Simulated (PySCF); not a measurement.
Species: C₆H₈F (doublet state).
Atom-mapped SMILES: `[F:1][CH2:2][C:3]12[CH2:4][C:5]([CH2:6]1)[CH2:7]2` (hydrogens: H8, H9 on C2; H10, H11 on C4; H12, H13 on C6; H14, H15 on C7)

Cartesian coordinates in Å at the GFN2-xTB level; atoms count from 1:
```
atom  x, y, z in Å
F1     2.4095    0.2414    0.6336
C2     1.4762   -0.7167    0.3323
C3     0.1381   -0.0771    0.0293
C4    -0.6823    0.7910    0.9986
C5    -1.4385    0.6492   -0.3295
C6    -1.1319   -0.8560   -0.3464
C7    -0.1422    0.9244   -1.1041
H8     1.8500   -1.2674   -0.5381
H9     1.4024   -1.3799    1.2016
H10   -1.1034    0.2935    1.8668
H11   -0.2791    1.7682    1.2421
H12   -1.5845   -1.4656    0.4296
H13   -1.1372   -1.3544   -1.3108
H14    0.2982    1.9111   -1.0070
H15   -0.0798    0.5464   -2.1199
```

The hyperfine couplings belong to this conformer and change with its torsions.

Method used: UKS B3LYP, pcH-1 on C F H, non-relativistic, mean-field spin-orbit, GIAO (PySCF 2.14.0). Geometry: GFN2-xTB, one conformer, isolated molecule. Couplings are sensitive to structure, and on GFN2-xTB geometries they can be far from those on DFT ones. No stability test was run, so a lower SCF solution isn't excluded.

**Question.** What are g_iso and the isotropic 13C coupling of C5?

**Answer.** g_iso = 2.00262 and a = +337.04 MHz, or +12.025 mT (Mulliken spin population +0.79). 13C makes up about 1.07 % of the natural element, so this concerns labelled samples or satellites.

**Question.** For one electron spin and this one nucleus (I = 1/2, g_N = 1.4048), compare first-order, second-order and exact resonance fields at 3.479 GHz.

**Answer.** B0 = hν/(g μB) = 124.121 mT and a/B0 = 0.0969. B(1) = B0 − a·mI, B(2) = B(1) − a²[I(I+1) − mI²]/(2B0); the exact values solve the Breit–Rabi equation, nuclear Zeeman term included.

```json
{"mI": "−1/2", "first order (mT)": "130.133", "second order (mT)": "129.842", "exact (mT)": "129.856", "exact − first order": "-0.278"}
{"mI": "+1/2", "first order (mT)": "118.109", "second order (mT)": "117.818", "exact (mT)": "117.803", "exact − first order": "-0.306"}
```

**Question.** What g and a would be read from the two outer exact lines by first-order rules?

**Answer.** Their midpoint, 123.829 mT, gives an apparent g of 2.00733 (true 2.00262), and their distance over 2I an apparent |a| of 12.053 mT (true 12.025).

**Question.** Give the zero-field levels of this pair of spins.

**Answer.** F = I ± 1/2 = 1 and 0, at a·I/2 = +84.3 MHz and −a(I+1)/2 = -252.8 MHz, that is |a|(I + 1/2) = 337.0 MHz apart; F = 0 lies lower.

Other couplings of abundant isotopes, left aside here: 2 × 1H 3 MHz, 6 × 1H 3 MHz.
